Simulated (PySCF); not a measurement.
# Identify the compound

Molecular formula: C6H14N2Si. Simulated spectra:

¹H NMR (300 MHz, computed): δ 4.82 (s, 3H), 4.58 (br s, 1H), 2.28 (m, 2H), 2.01 (m, 2H), 1.65 (m, 2H), 1.60 (m, 2H), 1.55 (m, 2H).

¹³C{¹H} NMR (computed): δ 145.8, 42.0, 32.4, 31.0, 30.8, 24.0.

Gas phase, rapidly exchanging positions averaged, non-relativistic, one computed conformer. GIAO PBE0/pcSseg-1 shieldings; structure optimised with GFN2-xTB; PySCF 2.14.

Scale: ¹H, ¹³C against TMS (reference shieldings calculated alike).

Q: Choose the structure that fits.
A. C=C(C)[C@@H]1CC[Si]1(N)N
B. C=CN([SiH3])/N=C\CCC
C. [SiH3]NN=C1CCCCC1

A: C. 

- Rings plus π bonds: 2 (1 ring in the answer).
- 6 carbon signals for 6 carbons: no two carbons are equivalent.
- Carbon types of the structure: 1 × C, 5 × CH2, leaving 4 H on heteroatoms.
- δC 145.8: C=N carbon.
- δC 42.0, 32.4, 31.0, 30.8, 24.0: sp3 CH2 in a ring; saturated and bonded to C and H only.
- δH 4.82: hydrogen on a silicon bonded to N.
- δH 4.58: hydrogen on a nitrogen bonded to O or N; exchangeable, gas-phase position.
- δH 2.28, 2.01, 1.65, 1.60, 1.55: hydrogen on an sp3 CH2 in a ring.

The others: C=C(C)[C@@H]1CC[Si]1(N)N would give 8 signals for carbon-bound and other non-exchanging H, not 6; C=CN([SiH3])/N=C\CCC would give 8 signals for carbon-bound and other non-exchanging H, not 6.

The OH or NH signal is concentration- and solvent-dependent in practice; the value given is the gas-phase one. Shifts are as computed. Against solution values, carbons near 30 ppm lie about +3 ppm off and those near 130 ppm about +5 ppm. Of 1211 compounds with measured shifts, 218 miss one by over three times the rms of a fit or turn the order of signals round; such compounds aren't used in these exercises. No couplings were computed; multiplicities are counted from neighbouring protons, with m where these are inequivalent, close in shift, in a saturated or five-membered ring or joined by F or P, and br s for small geminal =CH2 splittings.
